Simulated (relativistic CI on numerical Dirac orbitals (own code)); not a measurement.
## Rb²⁶⁺: computed level list

Method of calculation: Dirac-Coulomb-Breit CI, KLI orbitals optimised for each configuration, a model potential for QED, unscaled Slater integrals (own radial code, finite nucleus).

CI space (outside the closed core [Ne]): 3s, 3p, 3d, 4s, 4p, 4d, 4f, 5s, 5p, 5d, 5f, 5g, 6s, 6p, 6d, 7s, 7p. Levels of other configurations are missing.

The lowest level is 3s 2S_1/2, with 100 % of that term; Hund's rules for 3s give 2S with J = 1/2, in agreement.

```tsv
No.	Configuration	Term	J	E (10³ cm⁻¹)	%	Next component (%)
1	3s	2S	1/2	0.0	100	
2	3p	2P°	1/2	473.7	100	
3	3p	2P°	3/2	592.3	100	
4	3d	2D	3/2	1221.4	100	
5	3d	2D	5/2	1244.0	100	
6	4s	2S	1/2	4816.5	100	
7	4p	2P°	1/2	5009.7	100	
8	4p	2P°	3/2	5057.1	100	
9	4d	2D	3/2	5292.3	100	
10	4d	2D	5/2	5302.3	100	
11	4f	2F°	5/2	5418.5	100	
12	4f	2F°	7/2	5422.5	100	
13	5s	2S	1/2	6926.0	100	
14	5p	2P°	1/2	7022.6	100	
15	5p	2P°	3/2	7046.3	100	
16	5d	2D	3/2	7160.7	100	
17	5d	2D	5/2	7165.9	100	
18	5f	2F°	5/2	7223.7	100	
19	5f	2F°	7/2	7225.7	100	
20	5g	2G	7/2	7232.3	100	
21	5g	2G	9/2	7233.6	100	
22	6s	2S	1/2	8036.5	100	
23	6p	2P°	1/2	8091.5	100	
24	6p	2P°	3/2	8105.0	100	
25	6d	2D	3/2	8169.3	100	
26	6d	2D	5/2	8172.4	100	
27	7s	2S	1/2	8692.4	100	
28	7p	2P°	1/2	8726.6	100	
29	7p	2P°	3/2	8735.0	100
```

Energies count from the lowest computed level; ° marks odd parity.

The mean weight of the leading LS term, summed over parents, in these 29 levels is 100 %, and that of the leading jj configuration (from the same eigenvectors) 100 %.

At this charge energies of transitions that change n are usually good to better than 1 %, and those within a shell (Δn = 0) to a few per cent.
